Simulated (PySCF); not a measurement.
Calculation: B3LYP-D3(BJ)/def2-TZVP // TPSS-D3(BJ)/def2-SVP in PySCF. All species are isolated molecules in the gas phase. B3LYP has the VWN-RPA correlation part, as in Gaussian. 

Reference species: [Hf(Br)4] (neutral, multiplicity 1).

The charge on the central atom (Mulliken) comes out as 1.15 e and the coordination number comes out as 4.

Changed species: [Hf(Br)(H)3] (3 of 4 Br replaced by H; the reference has 0 of 4 Br replaced by H).

Task: What does the change do to the charge on the central atom (Mulliken) and coordination number?

Result: the charge on the central atom (Mulliken) drops by 0.27 e, to 0.88 e; the coordination number stays essentially unchanged.
